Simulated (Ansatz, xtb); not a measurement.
Relative energy of two isomers of C4H4N2O3

Structure a: `COC(=O)c1nnco1`, a singlet. Structure b: `Cc1noc(C(=O)O)n1`, a singlet. Both are isolated molecules in the gas phase, relaxed with B3LYP-D3(BJ)/def2-SVP; the shapes shown needn't be the lowest conformers.

a (Å):

```xyz
13

C     2.7068    0.9307    1.9294
C     0.9631    1.7594    0.6065
C    -0.2342    1.3788   -0.1910
C    -1.9199    1.7007   -1.4137
N    -0.7500    0.2100   -0.4185
N    -1.8554    0.4213   -1.2203
O     1.5410    0.6850    1.1389
O     1.3363    2.8974    0.7357
O    -0.9305    2.3739   -0.7959
H     2.4665    1.5874    2.7787
H     3.4897    1.4115    1.3243
H     3.0425   -0.0502    2.2842
H    -2.6490    2.2639   -1.9916
```

b (Å):

```json
{"atom": "C", "x (Å)": "-2.2023", "y (Å)": "2.4335", "z (Å)": "-1.7135"}
{"atom": "C", "x (Å)": "-1.4908", "y (Å)": "1.9815", "z (Å)": "-0.4870"}
{"atom": "C", "x (Å)": "-0.2048", "y (Å)": "0.9287", "z (Å)": "0.7740"}
{"atom": "C", "x (Å)": "0.7885", "y (Å)": "0.0440", "z (Å)": "1.4528"}
{"atom": "N", "x (Å)": "-1.7083", "y (Å)": "2.5048", "z (Å)": "0.6990"}
{"atom": "N", "x (Å)": "-0.5448", "y (Å)": "0.9805", "z (Å)": "-0.4780"}
{"atom": "O", "x (Å)": "-0.8589", "y (Å)": "1.8109", "z (Å)": "1.5375"}
{"atom": "O", "x (Å)": "1.0241", "y (Å)": "0.0898", "z (Å)": "2.6309"}
{"atom": "O", "x (Å)": "1.3676", "y (Å)": "-0.7897", "z (Å)": "0.5832"}
{"atom": "H", "x (Å)": "-2.7526", "y (Å)": "1.5927", "z (Å)": "-2.1627"}
{"atom": "H", "x (Å)": "-1.4774", "y (Å)": "2.7910", "z (Å)": "-2.4607"}
{"atom": "H", "x (Å)": "-2.9044", "y (Å)": "3.2410", "z (Å)": "-1.4705"}
{"atom": "H", "x (Å)": "1.9978", "y (Å)": "-1.3312", "z (Å)": "1.0893"}
```

**Question.** Estimate which is lower in electronic energy at CCSD(T)/def2-SVP + ΔMP2/def2-TZVPP, and by roughly how much.

**Answer.** The CCSD(T)/def2-SVP + ΔMP2/def2-TZVPP calculation puts structure b lower, by 34.5 kJ/mol.

Level by level:

```
                             level               geometry  E(b) − E(a) (kJ/mol)  departure from the last row (kJ/mol)  job, with rough time for the two
                          GFN2-xTB               GFN2-xTB                   +13.8                                 +48.3              optimisation, 0.13 s
                         HF/STO-3G               GFN2-xTB                   −16.0                                 +18.5              single point, 0.46 s
                r2SCAN-D4/def2-SVP               GFN2-xTB                   −35.3                                  −0.8               single point, 4.1 s
             B3LYP-D3(BJ)/def2-SVP  B3LYP-D3(BJ)/def2-SVP                   −32.6                                  +1.8                optimisation, 71 s
                       HF/def2-SVP  B3LYP-D3(BJ)/def2-SVP                   −18.9                                 +15.6           part of the CCSD(T) run
                      MP2/def2-SVP  B3LYP-D3(BJ)/def2-SVP                   −41.3                                  −6.8           part of the CCSD(T) run
                  CCSD(T)/def2-SVP  B3LYP-D3(BJ)/def2-SVP                   −35.2                                  −0.8                      single point
CCSD(T)/def2-SVP + ΔMP2/def2-TZVPP  B3LYP-D3(BJ)/def2-SVP                   −34.5                                                     single point, 2 min
```

As drawn, b has 1 C–C, 1 C∷N, 1 N∷O, 1 O–H in place of 1 C–O, 1 N∷N, 1 C∷O, 1 C–H (∷ is an aromatic bond).

GFN2-xTB puts the two in the other order. The largest departure from CCSD(T)/def2-SVP + ΔMP2/def2-TZVPP is that of GFN2-xTB, 48.3 kJ/mol. The last row adds to CCSD(T) the change of the MP2 difference between the two basis sets, here +0.8 kJ/mol.

With thermal terms from frequencies at re-optimised GFN2-xTB minima (ideal gas, soft modes damped towards free rotors, one conformer each, 298.15 K, 1 atm): on the last row, ΔE + ΔZPE = −34.3, ΔH = −34.3, ΔG = −33.6 kJ/mol.

The correlated steps freeze 9 core orbitals. Codes used: Ansatz 0.2.0, xtb 6.7.1; the last row on 4 threads of Arm Neoverse V1 on a shared host.
